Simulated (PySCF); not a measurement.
CH4NO, charge +1, singlet, geometry from GFN2-xTB; R2SCAN/6-31G (PySCF).

Here is a job for PySCF.
```python
from pyscf import gto, scf, dft

mol = gto.Mole()
mol.atom = '''
    N    -1.079731    0.243807    0.157699
    C     0.406750    0.243899   -0.264919
    O     1.094770   -0.627805    0.073073
    H    -1.302253    1.084187    0.712797
    H    -1.695311    0.237833   -0.669897
    H    -1.269485   -0.598636    0.727304
    H     0.626506    1.129011   -0.869170
'''
mol.basis = '6-31g'
mol.charge = 1
mol.spin = 0
mol.verbose = 4
mol.build()

mf = dft.RKS(mol)
mf.xc = 'r2scan'
mf.kernel()
```

It wrote (shortened):

```
PySCF version 2.14.0

[INPUT] verbose = 4
[INPUT] num. atoms = 7
[INPUT] num. electrons = 24
[INPUT] charge = 1
[INPUT] spin (= nelec alpha-beta = 2S) = 0
[INPUT] symmetry False subgroup None
[INPUT] Mole.unit = angstrom
[INPUT] Symbol           X                Y                Z      unit          X                Y                Z       unit  Magmom
[INPUT]  1 N     -1.079731000000   0.243807000000   0.157699000000 AA   -2.040395878203   0.460728457252   0.298007920118 Bohr   0.0
[INPUT]  2 C      0.406750000000   0.243899000000  -0.264919000000 AA    0.768646101167   0.460902312055  -0.500624355194 Bohr   0.0
[INPUT]  3 O      1.094770000000  -0.627805000000   0.073073000000 AA    2.068815469390  -1.186379509633   0.138087957100 Bohr   0.0
[INPUT]  4 H     -1.302253000000   1.084187000000   0.712797000000 AA   -2.460901514893   2.048816497814   1.346991112412 Bohr   0.0
[INPUT]  5 H     -1.695311000000   0.237833000000  -0.669897000000 AA   -3.203673485963   0.449439233384  -1.265921861668 Bohr   0.0
[INPUT]  6 H     -1.269485000000  -0.598636000000   0.727304000000 AA   -2.398978969243  -1.131258088305   1.374405369301 Bohr   0.0
[INPUT]  7 H      0.626506000000   1.129011000000  -0.869170000000 AA    1.183924755397   2.133521581621  -1.642493255688 Bohr   0.0

nuclear repulsion = 76.8797163676567
number of shells = 23
number of NR pGTOs = 82
number of NR cGTOs = 35
basis = 6-31g
ecp = {}

******** <class 'pyscf.dft.rks.RKS'> ********
method = RKS
initial guess = minao
damping factor = 0
level_shift factor = 0
DIIS = <class 'pyscf.scf.diis.CDIIS'>
diis_start_cycle = 1
diis_space = 8
diis_damp = 0
SCF conv_tol = 1e-09
SCF conv_tol_grad = None
SCF max_cycles = 50
direct_scf = True
direct_scf_tol = 1e-13
XC library pyscf.dft.libxc version 7.1.2
    S. Lehtola, C. Steigemann, M. J. T. Oliveira, and M. A. L. Marques,  SoftwareX 7, 1–5 (2018)
XC functionals = r2scan
    J. W. Furness, A. D. Kaplan, J. Ning, J. P. Perdew, and J. Sun,  J. Phys. Chem. Lett. 11, 8208–8215 (2020)
    J. W. Furness, A. D. Kaplan, J. Ning, J. P. Perdew, and J. Sun,  J. Phys. Chem. Lett. 11, 9248–9248 (2020)
    J. W. Furness, A. D. Kaplan, J. Ning, J. P. Perdew, and J. Sun,  J. Phys. Chem. Lett. 11, 8208–8215 (2020)
    J. W. Furness, A. D. Kaplan, J. Ning, J. P. Perdew, and J. Sun,  J. Phys. Chem. Lett. 11, 9248–9248 (2020)
radial grids:
    Treutler-Ahlrichs [JCP 102, 346 (1995); DOI:10.1063/1.469408] (M4) radial grids

becke partition: Becke, JCP 88, 2547 (1988); DOI:10.1063/1.454033
pruning grids: <function nwchem_prune>
grids dens level: 3
symmetrized grids: False
atomic radii adjust function: <function treutler_atomic_radii_adjust>
small_rho_cutoff = 0
Set gradient conv threshold to 3.16228e-05
Initial guess from minao.
tot grids = 81336
init E= -170.660058030912
  HOMO = -0.350449487101816  LUMO = -0.100370247479098  gap/eV = 6.80500
cycle= 1 E= -169.888094920584  delta_E= 0.772  |g|= 0.808  |ddm|=  2.4
  HOMO = -0.383156844559682  LUMO = -0.222639227140003  gap/eV = 4.36791
cycle= 2 E= -168.60877773705  delta_E= 1.28  |g|= 2.54  |ddm|= 3.87
  HOMO = -0.501060195213944  LUMO = -0.300028271724085  gap/eV = 5.47036
cycle= 3 E= -170.03642873042  delta_E= -1.43  |g|= 0.12  |ddm|= 3.15
  HOMO = -0.51463294725313  LUMO = -0.310559267438647  gap/eV = 5.55313
cycle= 4 E= -170.037244171898  delta_E= -0.000815  |g|= 0.0986  |ddm|= 0.146
  HOMO = -0.509654175975511  LUMO = -0.309276819927078  gap/eV = 5.45255
cycle= 5 E= -170.039278810946  delta_E= -0.00203  |g|= 0.013  |ddm|= 0.0726
  HOMO = -0.508438673310817  LUMO = -0.30732391650125  gap/eV = 5.47261
cycle= 6 E= -170.039316428491  delta_E= -3.76e-05  |g|= 0.00425  |ddm|= 0.00978
  HOMO = -0.508980344085837  LUMO = -0.30784609111429  gap/eV = 5.47314
cycle= 7 E= -170.039320564401  delta_E= -4.14e-06  |g|= 0.000331  |ddm|= 0.00528
  HOMO = -0.508934201980717  LUMO = -0.307794820257244  gap/eV = 5.47328
cycle= 8 E= -170.039320592477  delta_E= -2.81e-08  |g|= 3.98e-05  |ddm|= 0.000431
  HOMO = -0.508931433111797  LUMO = -0.307790922559892  gap/eV = 5.47331
cycle= 9 E= -170.039320592966  delta_E= -4.89e-10  |g|= 2.93e-06  |ddm|= 6.61e-05
  HOMO = -0.508931588911111  LUMO = -0.307790962425111  gap/eV = 5.47332
Extra cycle  E= -170.039320592961  delta_E= 4.89e-12  |g|= 6.04e-06  |ddm|= 9.79e-06
converged SCF energy = -170.039320592961
```
